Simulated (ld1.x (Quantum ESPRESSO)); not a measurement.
**u(r) = r·R(r): atom against pseudo-atom (Br (Z = 35))**

Columns: radius, all-electron u(r) and pseudo u(r) of the 3d shell (level -68.52 eV) of bromine in the configuration [Ar] 3d10 4s1 4p6; LDA (PZ), scalar-relativistic, PAW scheme, ld1.x (Quantum ESPRESSO) 7.5.

```tsv
r (bohr)	all-electron	pseudo
0.127	0.3839	0.0120
0.254	1.0070	0.0861
0.381	1.2775	0.2426
0.508	1.2599	0.4449
0.635	1.1108	0.6207
0.762	0.9247	0.7059
0.889	0.7446	0.6814
1.016	0.5872	0.5794
1.143	0.4568	0.4568
1.270	0.3520	0.3520
1.397	0.2694	0.2694
1.524	0.2052	0.2052
1.651	0.1557	0.1557
1.778	0.1178	0.1178
1.905	0.0889	0.0889
2.032	0.0670	0.0670
2.159	0.0504	0.0504
2.286	0.0379	0.0379
2.413	0.0285	0.0285
2.540	0.0214	0.0214
2.667	0.0161	0.0161
2.794	0.0121	0.0121
2.921	0.0091	0.0091
3.048	0.0068	0.0068
3.175	0.0051	0.0051
3.302	0.0038	0.0038
```

How many radial nodes do the two functions have?

The all-electron 3d function has n − l − 1 = 0; the pseudo-wave has 0.

At about which radius was the pseudo-wave matched?

1.20 bohr, where the columns begin to agree (steps of 0.13 bohr).

Where does each function peak?

Outermost all-electron maximum near 0.38 bohr, pseudo maximum near 0.76 bohr (to the table’s step).

Is the pseudo-wave norm-conserving?

No, it belongs to a PAW set: the norm inside the radius is not constrained, and the difference is carried by the augmentation charge.
